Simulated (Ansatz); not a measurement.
Ansatz (an electronic-structure program) input for CH₃Cl₂NSi₂, SMILES Cl[Si]1(Cl)N=C[SiH2]1, PBE0-D3(BJ)/def2-SVP. 

Ansatz 0.2 input:
```yaml
crystal:
  periodic: [false, false, false]
  atoms:
    - {symbol: Cl, position_ang: [1.43541866, 0.10557438, 1.62897327]}
    - {symbol: Si, position_ang: [0.23808274, 0.03762494, -0.00000000]}
    - {symbol: Cl, position_ang: [1.43541865, 0.10557439, -1.62897327]}
    - {symbol: N, position_ang: [-0.72250814, -1.47353932, -0.00000000]}
    - {symbol: C, position_ang: [-1.93931678, -1.08693930, -0.00000001]}
    - {symbol: Si, position_ang: [-1.96900424, 0.84090083, 0.00000001]}
    - {symbol: H, position_ang: [-2.71561961, -1.84459252, 0.00000000]}
    - {symbol: H, position_ang: [-2.58112799, 1.39605689, -1.20588424]}
    - {symbol: H, position_ang: [-2.58112799, 1.39605689, 1.20588425]}
basis:
  gaussian:
    orbitals: def2-SVP
hamiltonian:
  xc: pbe0
  dispersion: d3bj
relax: {f_tol: 0.002, max_steps: 200}
```

Output:

```
WARN ansatz: RAYON_NUM_THREADS=2 ignored (pool sized by the plan → 2); use --threads N
Functional definition: PBE0
integrals: 0.07 GiB planned
1179 factors; integrals over basis functions are off by at most 3.2e-4 eV
mean field: 0.64 GiB planned
mean field evaluation 1: about -43341.1747 eV, gradient 4.3e1 eV
mean field evaluation 2: about -43332.7035 eV, gradient 7.2e1 eV
mean field evaluation 4: about -43345.4252 eV, gradient 6.2e0 eV
mean field evaluation 8: about -43345.5342 eV, gradient 4.7e-2 eV
mean field evaluation 16: about -43345.5342 eV, gradient 1.1e-5 eV
mean field -43345.53423694 eV, -1592.9190025492 hartree, gradient 1.1e-5 eV, S^2 0.000000; 0 other end points of the search recorded, 0 dependent functions left out
the calculation of the forces begins
reference -43345.53426338 eV, -1592.9190035208 hartree; 39, 39 occupied and 76, 76 virtual orbitals, 1179 factors
relax step   1: F+E_penalty+E_count = -43345.83588482 eV  Δ(F+E_penalty+E_count) = +0.000e0 eV  max|allowed force component| = 9.854e-1 eV/Å  Δτ_max = 0.0000 Å  (30 SCF iters, accepted)
these checks for a lower state are left out or cut short: starts, cluster_reference, orbital_swaps, neighbouring_geometries, increment
integrals: 0.07 GiB planned
1179 factors; integrals over basis functions are off by at most 3.4e-4 eV
mean field: 0.64 GiB planned
mean field -43345.64005862 eV, -1592.9228914240 hartree, gradient 1.6e-5 eV, S^2 0.000000; 0 other end points of the search recorded, 0 dependent functions left out
the calculation of the forces begins
reference -43345.64008503 eV, -1592.9228923946 hartree; 39, 39 occupied and 76, 76 virtual orbitals, 1179 factors
relax step   2: F+E_penalty+E_count = -43345.93923732 eV  Δ(F+E_penalty+E_count) = -1.034e-1 eV  max|allowed force component| = 2.707e-1 eV/Å  Δτ_max = 0.0912 Å  (31 SCF iters, accepted)
these checks for a lower state are left out or cut short: starts, cluster_reference, orbital_swaps, neighbouring_geometries, increment
integrals: 0.07 GiB planned
1179 factors; integrals over basis functions are off by at most 3.5e-4 eV
mean field: 0.64 GiB planned
mean field evaluation 32: about -43345.6498 eV, gradient 1.8e-5 eV
mean field -43345.64975173 eV, -1592.9232476395 hartree, gradient 1.8e-5 eV, S^2 0.000000; 0 other end points of the search recorded, 0 dependent functions left out
the calculation of the forces begins
reference -43345.64977807 eV, -1592.9232486075 hartree; 39, 39 occupied and 76, 76 virtual orbitals, 1179 factors
relax step   3: F+E_penalty+E_count = -43345.94885340 eV  Δ(F+E_penalty+E_count) = -9.616e-3 eV  max|allowed force component| = 6.002e-2 eV/Å  Δτ_max = 0.0323 Å  (32 SCF iters, accepted)
these checks for a lower state are left out or cut short: starts, cluster_reference, orbital_swaps, neighbouring_geometries, increment
integrals: 0.07 GiB planned
1179 factors; integrals over basis functions are off by at most 3.5e-4 eV
mean field: 0.64 GiB planned
mean field -43345.65010562 eV, -1592.9232606445 hartree, gradient 2.0e-5 eV, S^2 0.000000; 0 other end points of the search recorded, 0 dependent functions left out
the calculation of the forces begins
reference -43345.65013193 eV, -1592.9232616115 hartree; 39, 39 occupied and 76, 76 virtual orbitals, 1179 factors
relax step   4: F+E_penalty+E_count = -43345.94948504 eV  Δ(F+E_penalty+E_count) = -6.316e-4 eV  max|allowed force component| = 1.907e-2 eV/Å  Δτ_max = 0.0072 Å  (26 SCF iters, accepted)
these checks for a lower state are left out or cut short: starts, cluster_reference, orbital_swaps, neighbouring_geometries, increment
integrals: 0.07 GiB planned
1179 factors; integrals over basis functions are off by at most 3.5e-4 eV
mean field: 0.64 GiB planned
mean field -43345.65010338 eV, -1592.9232605625 hartree, gradient 6.1e-5 eV, S^2 0.000000; 0 other end points of the search recorded, 0 dependent functions left out
the calculation of the forces begins
reference -43345.65012969 eV, -1592.9232615292 hartree; 39, 39 occupied and 76, 76 virtual orbitals, 1179 factors
relax step   5: F+E_penalty+E_count = -43345.94953247 eV  Δ(F+E_penalty+E_count) = -4.742e-5 eV  max|allowed force component| = 9.744e-3 eV/Å  Δτ_max = 0.0022 Å  (23 SCF iters, accepted)
these checks for a lower state are left out or cut short: starts, cluster_reference, orbital_swaps, neighbouring_geometries, increment
integrals: 0.07 GiB planned
1179 factors; integrals over basis functions are off by at most 3.5e-4 eV
mean field: 0.64 GiB planned
mean field -43345.65011191 eV, -1592.9232608756 hartree, gradient 3.0e-5 eV, S^2 0.000000; 0 other end points of the search recorded, 0 dependent functions left out
the calculation of the forces begins
reference -43345.65013821 eV, -1592.9232618423 hartree; 39, 39 occupied and 76, 76 virtual orbitals, 1179 factors
relax step   6: F+E_penalty+E_count = -43345.94953269 eV  Δ(F+E_penalty+E_count) = -2.271e-7 eV  max|allowed force component| = 4.516e-3 eV/Å  Δτ_max = 0.0009 Å  (22 SCF iters, accepted)
these checks for a lower state are left out or cut short: starts, cluster_reference, orbital_swaps, neighbouring_geometries, increment
integrals: 0.07 GiB planned
1179 factors; integrals over basis functions are off by at most 3.5e-4 eV
mean field: 0.64 GiB planned
mean field -43345.65011023 eV, -1592.9232608140 hartree, gradient 1.8e-5 eV, S^2 0.000000; 0 other end points of the search recorded, 0 dependent functions left out
the calculation of the forces begins
reference -43345.65013653 eV, -1592.9232617806 hartree; 39, 39 occupied and 76, 76 virtual orbitals, 1179 factors
relax step   7: F+E_penalty+E_count = -43345.94953654 eV  Δ(F+E_penalty+E_count) = -3.850e-6 eV  max|allowed force component| = 6.486e-4 eV/Å  Δτ_max = 0.0006 Å  (22 SCF iters, accepted)
integrals: 0.07 GiB planned
1179 factors; integrals over basis functions are off by at most 3.5e-4 eV
mean field: 0.64 GiB planned
mean field evaluation 64: about -43345.6500 eV, gradient 2.2e-1 eV
mean field -43345.65011023 eV, -1592.9232608140 hartree, gradient 1.8e-5 eV, S^2 0.000000; 1 other end points of the search recorded, 0 dependent functions left out
the calculation of the forces begins
reference -43345.65013653 eV, -1592.9232617806 hartree; 39, 39 occupied and 76, 76 virtual orbitals, 1179 factors
Total energy: -43345.94956285 eV, -1592.9342654947 hartree
Atom 0 at     1.401905     0.160142     1.666730 Å, force     0.000062    -0.000083     0.000080 eV/Å
Atom 1 at     0.213678    -0.015781    -0.000000 Å, force    -0.000052     0.000351     0.000000 eV/Å
Atom 2 at     1.401905     0.160142    -1.666730 Å, force     0.000062    -0.000083    -0.000080 eV/Å
Atom 3 at    -0.699295    -1.554793     0.000000 Å, force    -0.000600    -0.000205     0.000000 eV/Å
Atom 4 at    -1.913112    -1.123024     0.000000 Å, force     0.000649    -0.000063    -0.000000 eV/Å
Atom 5 at    -1.962843     0.810676     0.000000 Å, force    -0.000143    -0.000007     0.000000 eV/Å
Atom 6 at    -2.749599    -1.848239    -0.000000 Å, force     0.000080     0.000040     0.000000 eV/Å
Atom 7 at    -2.546212     1.443798    -1.221414 Å, force    -0.000028     0.000026    -0.000051 eV/Å
Atom 8 at    -2.546212     1.443798     1.221414 Å, force    -0.000028     0.000026     0.000051 eV/Å
Dipole moment:    -0.524483     0.303737    -0.000000 e Å
```

Self-consistency was reached.

Cost: around 40 core-seconds (rough).
